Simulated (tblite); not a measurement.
Compound: C7H7N (charge +1 and doublet state).
Atom-mapped SMILES: `[H]/[N:7]=[CH:6]\[C:5]1=[CH:8][C:2]([CH2+:1])[CH:3]=[CH:4]1` (hydrogens: H9, H10 on C1; H11 on C3; H12 on C4; H13 on C6; H14 on N7; H15 on C8)
Bond orders are those of one Lewis drawing.

Computed with GFN2-xTB (tblite), gas phase: L-BFGS steps from a force-field or distance-geometry start until the largest atomic force falls under 0.01 eV/Å.

Geometry at step 6:
```
atom  x, y, z in Å
C1     -2.5858    0.7127    0.5935
C2     -1.3624    0.3767    0.1643
C3     -0.9055    0.2406   -1.2114
C4      0.4156   -0.1246   -1.2092
C5      0.8454   -0.2284    0.1596
C6      2.1734   -0.5914    0.6207
N7      3.1304   -0.8566   -0.1281
C8     -0.2143    0.0706    0.9880
H9     -2.8207    0.7846    1.6394
H10    -3.3880    0.9247   -0.0883
H11    -1.5162    0.3957   -2.0780
H12     1.0116   -0.2960   -2.0887
H13     2.3327   -0.6267    1.6986
H14     3.0626   -0.8483   -1.1385
H15    -0.1832    0.0744    2.0562
```

Problem. What forces act on the atoms?

Solution. 
```tsv
atom	Fx (eV/Å)	Fy (eV/Å)	Fz (eV/Å)
C1	-0.198	0.054	0.055
C2	0.147	-0.034	-0.099
C3	0.017	-0.032	-0.048
C4	-0.070	0.043	0.020
C5	-0.003	-0.019	-0.051
C6	0.067	-0.007	-0.074
N7	0.097	-0.036	-0.056
C8	0.013	0.003	0.068
H9	0.008	-0.001	0.169
H10	-0.100	0.027	-0.158
H11	-0.097	0.033	-0.070
H12	0.006	-0.004	0.080
H13	-0.012	0.003	-0.067
H14	0.241	-0.062	-0.002
H15	-0.115	0.032	0.232
```

The largest, 0.26 eV/Å, acts on H15; the rms over all components is 0.087 eV/Å. The forces sum to zero within rounding, as they must for an isolated molecule in no field.

Problem. Give the force on H15 in Eh/bohr and in nN.

Solution. 0.261 eV/Å ÷ 51.422 = 0.00507 Eh/bohr, and 0.261 eV/Å × 1.602 = 0.42 nN.

Problem. How far is this geometry from the end of the optimisation?

Solution. 0.038 eV above it, and 0.061 Å rms away after alignment. The bonds farthest from their final lengths, with half the difference of the two atoms' forces along the bond (positive lengthens):

| bond | now (Å) | final (Å) | force along bond (eV/Å) |
| --- | --- | --- | --- |
| C8–H15 | 1.069 | 1.075 | +0.08 |
| C1–C2 | 1.339 | 1.345 | +0.19 |
| C2–C8 | 1.446 | 1.451 | -0.01 |
| C1–H10 | 1.074 | 1.079 | +0.03 |
| C5=C8 | 1.378 | 1.383 | +0.03 |
| C5–C6 | 1.452 | 1.457 | +0.03 |

The angle farthest from its final value is C6–N7–H14, 123.2° against 129.0°.

What follows is the cost of the whole relaxation. On Arm Neoverse V2, one thread, on a shared host, this took 0.2 s of wall time.
